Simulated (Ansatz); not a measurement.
Geometry optimisation, RKS PBE-D4/def2-TZVP in Ansatz.

input.yaml

```yaml
crystal:
  periodic: [false, false, false]
  atoms:
    - { symbol: W, position_ang: [0.282068, 0.284132, -0.210986] }
    - { symbol: H, position_ang: [0.098276, -0.140869, 1.437872] }
    - { symbol: H, position_ang: [1.73288, -0.206161, 0.560121] }
    - { symbol: F, position_ang: [-0.138238, 2.03771, 0.318837] }
    - { symbol: H, position_ang: [-1.18041, -0.085153, 0.493032] }
    - { symbol: H, position_ang: [-0.041555, -1.347998, 0.126873] }
    - { symbol: F, position_ang: [0.146679, -0.41166, -1.956048] }
basis:
  gaussian: { orbitals: def2-TZVP }
hamiltonian:
  xc: pbe
  dispersion: d4
relax:
  f_tol: 0.03
  max_steps: 50
```

Launched with:

```bash
$ ansatz run input.yaml --threads 4 --pin off --max-ram 5120MiB --backend cpu --events-out ev --progress --plain --runs-dir out
```

Where does it end, and by what steps?

The run converged. After 3 steps the energy has fallen by 0.011 eV; H3 moved furthest, 0.05 Å.

```json
{"step": "0", "energy less start (eV)": "0.0000", "largest force component (eV/Å)": "0.274", "accepted": "yes"}
{"step": "1", "energy less start (eV)": "0.0035", "largest force component (eV/Å)": "0.226", "accepted": "no"}
{"step": "2", "energy less start (eV)": "-0.0104", "largest force component (eV/Å)": "0.032", "accepted": "yes"}
{"step": "3", "energy less start (eV)": "-0.0108", "largest force component (eV/Å)": "0.025", "accepted": "yes"}
```

```xyz
7
Properties=species:S:1:pos:R:3
W 0.273 0.287 -0.218
H 0.128 -0.140 1.410
H 1.686 -0.199 0.585
F -0.123 2.041 0.332
H -1.183 -0.085 0.497
H -0.025 -1.351 0.125
F 0.143 -0.423 -1.962
```

Whether the end is a true minimum wasn't checked by a vibrational analysis.

Run time: 4.1 s on 4 threads of Intel(R) Xeon(R) Platinum 8375C CPU @ 2.90GHz (Ice Lake), with other jobs on the host, peak memory 0.21 GiB.
